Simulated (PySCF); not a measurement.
Cost against size for one kind of job: delta-SCF UKS SCAN, pcX-2 on the ionised atom, pcseg-1 elsewhere, spin-free X2C in PySCF 2.14.0. Hardware: one thread of an Arm Neoverse V1 (shared host). Other jobs ran on the host; a repeat could differ by tens of per cent or more.

| species (SMILES) | atoms | electrons | basis functions | SCF cycles | core holes | wall time |
| --- | --- | --- | --- | --- | --- | --- |
| BOB(N)Br | 9 | 64 | 134 | 69 | 4 | 22 s |
| [CH3][Ga]([CH3])[CH3] | 13 | 58 | 145 | 17 | 1 | ? |
| CB(P)C(C)C | 18 | 56 | 190 | 93 | 6 | 76 s |
| S=C=NB(N=C=S)N=C=S | 10 | 92 | 194 | 106 | 5 | 40 s |
| C#Cc1cc(OC)n[se]1 | 14 | 90 | 195 | 196 | 8 | 1.7 min |

Estimate the withheld figures.

`[CH3][Ga]([CH3])[CH3]`: 5.9 s.

Which species took longest, and how many times the shortest run?

`C#Cc1cc(OC)n[se]1`, at 1.7 min: about 17 times the shortest (5.9 s).
